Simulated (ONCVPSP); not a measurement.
LDA (Perdew-Wang 92) ONCV dataset for K (Z = 19), scalar-relativistic all-electron reference.

ONCVPSP 4.0.1 input, shortened (lines: element, Z, core and valence counts, functional; n l f; lmax; l rc ep ncon nbas qcut; lloc lpopt rc5 dvloc0; l nproj debl; icmod fcfact rcfact), LDA (Perdew-Wang 92), scalar-relativistic:

```
  K 19.00    3    4  -001012      upf
    1    0    2.00
    2    0    2.00
    2    1    6.00
    3    0    2.00
    3    1    6.00
    4    0    0.50
    4    1    0.50
    2
    0    2.35    0.00    5    8    5.70
    1    3.82    0.00    4    8    5.10
    2    2.10    0.02    5    8    4.30
    4    4    1.95    0.00
    0    2    0.90
    1    2    2.30
    2    2    3.00
    2    0.45    1.10
```

All-electron outer shells of the reference configuration (LDA (PZ), scalar-relativistic, ld1.x):

```
shell  level (eV)  outermost node (bohr)  outermost maximum (bohr)
   2p     -280.80                      –                      0.26
   3s      -35.94                   0.48                      1.07
   3p      -19.59                   0.45                      1.15
   4s       -2.79                   1.58                      3.98
   4p       -1.16                   1.87                      5.71
```

(1) Estimate the cutoffs (Ha) at which the residual kinetic energy of the hardest occupied pseudo-wave falls to 1 and 0.1 mHa per electron.

(2) Does the potential have ghost states?

(3) Which valence shell sets the plane-wave cutoff?

(4) Tests: 3s2 3p6 4s1 4p0; 3s2 3p6 4s0 4p0; 3s2 3p6 4s0.5 4p0; 3s1 3p6 4s1 4p0. Which has the largest error in its energy relative to the reference configuration, and how large is it?

Answers

(1) 9.6 Ha and 13 Ha. The cutoffs count occupied waves only; projector 2 of the d channel, the hardest unoccupied one, needs 58 Ha at the loose tolerance.

(2) No bound ghost flagged; no localised positive-energy state flagged.

(3) 3s: 10 Ha for 1 mHa per electron, against 7 Ha for 3p.

(4) 3s1 3p6 4s1 4p0, with -239 meV (all-electron minus pseudo) on +41.03 eV.
